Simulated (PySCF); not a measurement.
# Reading the logs of faulty runs: ClGeH3OSi

All numbers below are calculated, not measured. They come from PySCF 2.14.0, an open-source quantum chemistry program, on an isolated molecule that a program drew, which may never have been made. The molecule is ClGeH3OSi (charge 0, singlet), drawn as the SMILES string `O=[Si](Cl)[GeH3]`.

Each row is a Hartree-Fock (HF) and frozen-core CCSD(T) single point in the cc-pV(D+d)Z basis, meant for a local HF minimum. Run 1 is clean. Each other run has one planted mistake out of seven kinds, and not every kind appears here: one electron removed, one electron added, multiplicity raised by two, geometry at a saddle point, minimal basis STO-3G, one bond length entered in bohr, all coordinates scaled. The reference is restricted for singlets and unrestricted otherwise, and also for a bond in bohr. Adding or removing an electron swaps singlet and doublet. Electrons count all cores. HOMO and LUMO are orbital energies over both spins, the gradient is its largest component, and the lowest frequency (negative if imaginary) is given only where the gradient is small. Bond lengths are over the 6 bonds as drawn. T1 is the CCSD diagnostic: over 0.02 (restricted) or 0.045 (unrestricted) a single reference is doubtful. Germanium has the cc-pVDZ-PP basis, with a core potential (ECP10MDF) in place of its 10 inner electrons, and its 3s, 3p and 3d shells are frozen in CCSD(T).

Geometry of the clean run:
```xyz
7
ClGeH3OSi, angstrom
O    -2.8549    2.8238    2.1563
Si   -1.7127    2.3425    1.3241
Cl   -0.9942    3.3849   -0.2825
Ge   -0.4573    0.3236    1.6183
H    -1.0539   -0.4532    2.7837
H     0.9916    0.7160    1.8963
H    -0.5408   -0.4715    0.3180
```

```
run,electrons,basis functions,<S^2>,HOMO (eV),LUMO (eV),gradient (hartree/bohr),lowest frequency (cm^-1),mean bond (Å),longest bond (Å),T1,HF (hartree),CCSD(T) (hartree),mistake
1,74,98,0.000,-11.43,1.31,1.6e-05,46,1.7515,2.396,0.0189,-1118.47577,-1119.04380,no fault
2,74,98,2.033,-6.54,-0.33,1.5e-01,-,1.7515,2.396,0.0393,-1118.35907,-1118.88245,multiplicity raised by two
3,75,98,0.777,-0.26,7.30,5.6e-02,-,1.7515,2.396,0.0189,-1118.45545,-1119.02711,one electron added
4,74,98,0.000,-11.46,1.47,3.5e-02,-,1.7147,2.345,0.0179,-1118.47203,-1119.03608,all coordinates scaled
5,73,98,0.762,-17.63,-6.47,1.2e-01,-,1.7515,2.396,0.0431,-1118.15132,-1118.67289,one electron removed
6,74,98,0.989,-9.34,-0.46,5.1e-03,-,2.1068,4.527,0.0226,-1118.39316,-1118.94295,?
```

**Which mistake was planted in run 6, and what did it cost?**

The mean bond changes by a factor of 1.203 and the longest by 1.889, so the molecule wasn't scaled as a whole. A length L in bohr read as angstrom grows by (1/0.5292 - 1) L = 0.890 L. The 6 bonds together grew by 6 x 0.3553 = 2.132 Å, which gives L = 2.396 Å. That is bond Si2-Ge4, 2.396 Å in the clean geometry. So the mistake is: one bond length entered in bohr. Subtracting run 1 and multiplying by 627.51 kcal/mol a hartree, the energy moved by 51.8 kcal/mol in HF and 63.3 kcal/mol in CCSD(T).

Cautions from the logs. Run 3: the added electron raises the CCSD(T) energy, so it isn't bound in this basis.
